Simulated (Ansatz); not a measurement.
ZrS₃⁻, relaxed as a doublet with UKS PBE0-D4/def2-SVPD in Ansatz, starting from the GFN2-xTB geometry. Force threshold 0.02 eV/Å.

In the def2 sets Zr takes a core potential; there is no spin–orbit coupling. The structure comes from a short search, and lower isomers may exist.

Start:

```xyz
4

Zr   -0.398   -0.276   -0.449
S    -1.603    0.426    1.468
S     1.281   -1.778    0.285
S     0.720    1.628   -1.304
```

| step | energy (eV) | largest force component (eV/Å) | SCF passes |
| --- | --- | --- | --- |
| 1 | -33770.4166 | 1.313 | 23 |
| 2 | -33770.5488 | 0.740 | 29 |
| 3 | -33770.5962 | 0.133 | 24 |
| 4 | -33770.6100 | 0.056 | 25 |
| 5 | -33770.6116 | 0.006 | 23 |

Force components are those of the run's own axes.

End:

```tsv
atom	x (Å)	y (Å)	z (Å)
Zr1	-0.179	-0.125	-0.204
S2	-1.745	0.387	1.440
S3	1.254	-1.910	0.213
S4	0.670	1.648	-1.450
```

By distances, no bond broke or formed. The bond that changes most is Zr1–S2, from 2.37 to 2.33 Å (atoms count from 1).

No frequencies were taken in this run, so the end may be a saddle point.

It took 13 s on 4 threads of Arm Neoverse V1 on a shared host.
